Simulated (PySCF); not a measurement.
A GIAO shielding run with PySCF (density fitting, non-relativistic, gas phase) on SMILES CC(C)N([SiH3])[SiH2]C[SiH3], C4H17NSi3:

```
{"job": {"kind": "nmr", "xc": "PBE0", "basis": "pcSseg-1"}, "charge": 0, "multiplicity": 1}
C     -2.732090    -0.854957    -0.584802
C     -1.804918     0.353004    -0.519871
C     -2.531858     1.627371    -0.107623
N     -0.621804     0.097281     0.324158
Si    -0.757726    -0.337851     2.011102
Si     0.904018     0.155289    -0.526044
C      2.324414    -0.235322     0.634339
Si     4.017209    -0.301320    -0.187436
H     -2.177396    -1.749737    -0.903678
H     -3.554688    -0.684463    -1.296200
H     -3.182036    -1.062877     0.399360
H     -1.429303     0.519153    -1.548324
H     -2.961008     1.529011     0.901747
H     -1.837882     2.480655    -0.102189
H     -3.356293     1.853634    -0.801416
H      0.154118     0.492429     2.856922
H     -0.417553    -1.774052     2.273194
H     -2.158966    -0.109503     2.472324
H      0.894039    -0.827836    -1.658946
H      1.107004     1.510177    -1.134977
H      2.146111    -1.211429     1.118743
H      2.361363     0.523020     1.434750
H      5.075259    -0.630664     0.816696
H      4.348747     1.017763    -0.808706
H      4.039306    -1.345092    -1.257585
```

Hardware: 1 thread of an Arm Neoverse V1, shared host. The job also computes population analyses, field gradients.

(1) How large is the calculation?

(2) How long does it take?

(3) And these other runs on the same molecule and hardware: GIAO shielding at B97-2/pcSseg-1?

Results:

(1) 90 electrons, 242 basis functions and 1321 auxiliary functions.

(2) 53 s of wall time, with 13 SCF cycles and 4 response iterations. Times on a shared host scatter by some tens of per cent.

(3) B97-2/pcSseg-1: 242 functions, 51 s.
